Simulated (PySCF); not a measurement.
Choosing a molecule for a target property.

Each SMILES stands for a single optimised conformer of the isolated species, non-relativistic unless stated. Electronic properties by PySCF.

The conformers computed, where there is a choice (atom-mapped SMILES and torsion angles):
- `[N:1]#[C:2][S:3][c:4]1[cH:5][cH:6][cH:7][o:8]1`: C2–S3–C4–C5 102°
- `[NH2:1][GeH2:2][Cl:3]`: H–N1–Ge2–Cl3 64°, H–N1–Ge2–Cl3 -63°
- `[CH3:1][C@@H:2]([F:3])[C:4]([F:5])([F:6])[F:7]`: C1–C2–C4–F5 -179°

**Question.** Wanted: lowest triplet excitation (Tamm–Dancoff) below 4.4 eV (TDA CAM-B3LYP/def2-SVPD) and vertical ionisation energy above 7 eV (ΔSCF CAM-B3LYP/def2-SVPD), at PBE0-D3(BJ)/def2-SVP geometries. Which candidate meets both?
A. `N#CSC1=CC=CO1`
B. `[NH2][GeH2][Cl]`
C. `[PH3]->[Cu][Br]`
D. `[Na][K]`

**Answer.** A. Computed values:
| species | lowest triplet excitation (Tamm–Dancoff) | vertical ionisation energy |
| --- | --- | --- |
| [Na][K] | 0.79 eV | 4.52 eV |
| N#CSC1=CC=CO1 | 3.84 eV | 9.51 eV |
| [PH3]->[Cu][Br] | 4.89 eV | 9.09 eV |
| [NH2][GeH2][Cl] | 6.24 eV | 10.40 eV |

**Question.** Wanted: smallest rotational constant above 1.5 GHz (PBE0-D3(BJ)/def2-SVP) and static isotropic polarisability above 80 au (CAM-B3LYP/def2-SVPD), at PBE0-D3(BJ)/def2-SVP geometries. Which candidate meets both?
A. `C[C@@H](F)C(F)(F)F`
B. `[Na][K]`
C. `N#CSC1=CC=CO1`
D. `[Cu][Br]`
E. `[PH3]->[Cu][Br]`

**Answer.** B. Computed values:
```csv
species,smallest rotational constant,static isotropic polarisability
[PH3]->[Cu][Br],0.991 GHz,73.6 au
N#CSC1=CC=CO1,1.060 GHz,82.5 au
C[C@@H](F)C(F)(F)F,1.974 GHz,41.4 au
[Na][K],2.731 GHz,333.8 au
[Cu][Br],2.966 GHz,44.5 au
```

**Question.** Wanted: HOMO energy between -9 eV and -6 eV (CAM-B3LYP/def2-SVPD) and electronic spatial extent ⟨r²⟩ about the centre of nuclear charge below 400 bohr² (CAM-B3LYP/def2-SVPD), at PBE0-D3(BJ)/def2-SVP geometries. Which candidate meets both?
A. `C[C@@H](F)C(F)(F)F`
B. `[PH3]->[Cu][Br]`
C. `[Na][K]`
D. `N#CSC1=CC=CO1`
E. `[Cu][Br]`
F. `[NH2][GeH2][Cl]`

**Answer.** E. Computed values:
| species | HOMO energy | electronic spatial extent ⟨r²⟩ about the centre of nuclear charge |
| --- | --- | --- |
| C[C@@H](F)C(F)(F)F | -11.76 eV | 652 bohr² |
| [NH2][GeH2][Cl] | -9.44 eV | 448 bohr² |
| N#CSC1=CC=CO1 | -8.80 eV | 1112 bohr² |
| [Cu][Br] | -8.44 eV | 341 bohr² |
| [PH3]->[Cu][Br] | -8.09 eV | 1020 bohr² |
| [Na][K] | -3.90 eV | 381 bohr² |

**Question.** Wanted: lowest singlet excitation between 2 eV and 4 eV (TDDFT CAM-B3LYP/def2-SVPD) and HOMO–LUMO gap below 9.5 eV (CAM-B3LYP/def2-SVPD), at PBE0-D3(BJ)/def2-SVP geometries. Which candidate meets both?
A. `[PH3]->[Cu][Br]`
B. `C[C@@H](F)C(F)(F)F`
C. `[NH2][GeH2][Cl]`
D. `[Na][K]`
E. `[Cu][Br]`
F. `N#CSC1=CC=CO1`

**Answer.** E. Computed values:
```csv
species,lowest singlet excitation,HOMO–LUMO gap
[Na][K],1.76 eV,3.11 eV
[Cu][Br],2.63 eV,6.31 eV
[PH3]->[Cu][Br],5.09 eV,8.02 eV
N#CSC1=CC=CO1,5.51 eV,8.77 eV
[NH2][GeH2][Cl],6.78 eV,10.17 eV
C[C@@H](F)C(F)(F)F,9.73 eV,12.93 eV
```
